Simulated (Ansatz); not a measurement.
C2H5BOSi (`BOC1=C[SiH2]1`), one more setting.

```yaml
crystal:
  periodic: [false, false, false]
  atoms:
    - {symbol: B, position_ang: [-1.792661, 1.206579, 0.399471]}
    - {symbol: O, position_ang: [-0.473738, 1.281651, 0.078807]}
    - {symbol: C, position_ang: [0.290872, 0.174937, -0.073360]}
    - {symbol: C, position_ang: [0.159077, -1.146660, -0.004630]}
    - {symbol: Si, position_ang: [1.855516, -0.638319, -0.425666]}
    - {symbol: H, position_ang: [-2.361157, 2.250307, 0.505990]}
    - {symbol: H, position_ang: [-2.321052, 0.144932, 0.558401]}
    - {symbol: H, position_ang: [-0.617533, -1.870660, 0.201919]}
    - {symbol: H, position_ang: [2.387364, -0.760290, -1.805576]}
    - {symbol: H, position_ang: [2.956413, -0.693676, 0.567744]}
basis:
  gaussian: {orbitals: cc-pVTZ, final_grid: {core_spheres: 5, valence_spheres: 4, degree: 11}}
hamiltonian: {xc: {name: HSE06}, dispersion: d3bjatm}
```

```sh
$ ansatz run in.yaml --threads 2 --pin off --events-out ev --progress --plain --max-ram 4352MiB
```

Output, abridged:

```
Functional definition: HSE06
1309 factors; their error is unknown
108 factors; integrals over basis functions are off by at most 5.6e-7 eV
mean field evaluation 1: about -12740.4046 eV, gradient 5.5e1 eV
mean field evaluation 2: about -12730.4957 eV, gradient 8.0e1 eV
mean field evaluation 4: about -12746.9946 eV, gradient 6.2e0 eV
mean field evaluation 8: about -12747.0941 eV, gradient 9.5e-1 eV
mean field evaluation 16: about -12747.0956 eV, gradient 5.7e-5 eV
mean field -12747.09556146 eV, -468.4471215920 hartree, gradient 3.0e-5 eV, S^2 0.000000; 0 other end points of the search recorded, 0 dependent functions left out
reference -12747.09560609 eV, -468.4471232320 hartree; 22, 22 occupied and 202, 202 virtual orbitals, 1309 factors
Total energy: -12747.23491357 eV, -468.4522426875 hartree
```

It took 7 s on 2 threads of an Arm Neoverse N1 on a shared host, with 0.58 GiB of host memory at the peak.
